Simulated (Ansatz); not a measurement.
Reactions of C2H10GeSi, SMILES `C[SiH2][CH2][GeH3]`.

Computed with Ansatz on PBE0-D4/def2-TZVP structures; ΔE is electronic, products minus reactants. CCSD(T)/CBS is the MP2 limit (def2-TZVPP, def2-QZVPP) plus CCSD(T) − MP2 in def2-TZVPP, frozen cores. This one scheme is used for every species. DFT in def2-TZVPP. For Br, Ge outer-core shells are correlated without core-valence functions, which leaves a few kJ/mol of doubt a bond. Scalar relativity is left out up to krypton. Each species was taken in one conformer, which may not be the lowest.

```csv
reaction,ωB97M-V (kJ/mol),B2PLYP (kJ/mol),PBE-D4 (kJ/mol)
`C[SiH2][CH2][GeH3]` + `BSBC` → `CBS[SiH2]C` + `B[CH2][GeH3]`,-5,-4,-7
`C[SiH2][CH2][GeH3]` + HBr → `C[SiH2]CBr` + GeH₄,48,45,45
`C[SiH2][CH2][GeH3]` + `SS` → `C[SiH2]CSS` + GeH₄,30,31,23
`C[SiH2][CH2][GeH3]` + `O[SiH](O)S[SiH3]` → `C[SiH2][SiH](O)O` + `[SiH3]S[CH2][GeH3]`,159,151,140
`C[SiH2][CH2][GeH3]` + `C#CSS` → `C#CSS[SiH2]C` + `[CH3][GeH3]`,-59,-62,-64
`C[SiH2][CH2][GeH3]` + `BS` → `BS[SiH2]C` + `[CH3][GeH3]`,-49,-53,-52
`C[SiH2][CH2][GeH3]` + `C=N` → `C=[N][GeH3]` + `C[SiH2]C`,-7,-13,-8
```

Give the CCSD(T)/CBS values in the same order. (An estimate is asked.)

Computed: -3, 52, 34, 155, -60, -50, -3 kJ/mol.

Largest T1 diagnostic: 0.015, for `BS`.
